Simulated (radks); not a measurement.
All-electron atom: the fluorine ion F2+ in [He] 2s2 2p3.

Method: non-relativistic Kohn-Sham, SOGGA, spin-polarised, spherical densities, point nucleus; open shells are filled with parallel spins first; computed with a radial shooting solver on a logarithmic mesh with Libxc functionals.

Energy parts (hartree):
total: -97.39124
kinetic: 97.21798
electron-nucleus: -223.33746
Hartree: 37.68187
exchange-correlation: -8.95362

Orbitals (lengths in bohr, moments of r in powers of bohr; <r^-3> diverges for s and p1/2; r(max) is where P^2 peaks):
| orbital | occ. | eigenvalue (hartree) | r(max) | <r^-3> | <1/r> | <r^2> |
|---|---|---|---|---|---|---|
| 1s up | 1 | -25.99060 | 0.1149 | - | 8.588 | 0.04234 |
| 1s down | 1 | -25.87993 | 0.1147 | - | 8.614 | 0.04195 |
| 2s up | 1 | -2.57263 | 0.7345 | - | 1.597 | 0.9903 |
| 2s down | 1 | -2.30596 | 0.7470 | - | 1.545 | 1.057 |
| 2p up | 3 | -1.88739 | 0.6471 | 10.66 | 1.490 | 0.9738 |
| 2p down | 0 | -1.60975 | 0.6690 | 9.837 | 1.430 | 1.098 |

The highest occupied level is 2p up at -51.359 eV. The electron density at the nucleus is 451.8 e/bohr^3. For comparison, the ionisation energy in NIST's Atomic Spectra Database is 62.708 eV (semi-empirical). In exact Kohn-Sham theory the highest level is minus the ionisation energy, but local and semilocal functionals leave it too shallow, through self-interaction and a potential that decays too fast; potentials with the right tail come closer.
